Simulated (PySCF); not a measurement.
The same groups moved round the core (styrene fluoro+silyl). Isolated molecules, 0 K electronic values unless said otherwise. One relaxed conformer stands for each flexible species; it need not be the lowest. Strings in code marks are SMILES.

Calculation: ωB97X-D3(BJ)/def2-TZVP // PBE0-D3(BJ)/def2-SVP in PySCF 2.14.0. All candidates: neutral, multiplicity 1. Delta-SCF ions had no search for a lower state. Excitations are Tamm–Dancoff values on a coarser integration grid. The basis has no diffuse functions, so Rydberg states are missing or too high.

```
Item                                      Result
--------------------------------------  --------
S1 excitation (TDA)                      5.03 eV
vertical electron affinity (Delta-SCF)  -0.23 eV
HOMO–LUMO gap                            9.43 eV
```

**Question.** Say which member has these values.
A) `C=Cc1ccc([SiH3])cc1F` (C–C–C–C torsion 0°)
B) `C=C(F)c1ccccc1[SiH3]` (F–C–C–C torsion 157°)
C) `C=Cc1cc([SiH3])ccc1F` (C–C–C–C torsion 3°)
D) `C=Cc1ccc([SiH3])c(F)c1` (C–C–C–C torsion 179°)

**Answer.** C, `C=Cc1cc([SiH3])ccc1F` (C–C–C–C torsion 3°). The others give `C=Cc1ccc([SiH3])cc1F` (C–C–C–C torsion 0°): 4.98 eV, -0.04 eV, 9.24 eV; `C=C(F)c1ccccc1[SiH3]` (F–C–C–C torsion 157°): 5.19 eV, -0.23 eV, 9.61 eV; `C=Cc1ccc([SiH3])c(F)c1` (C–C–C–C torsion 179°): 5.05 eV, -0.04 eV, 9.32 eV
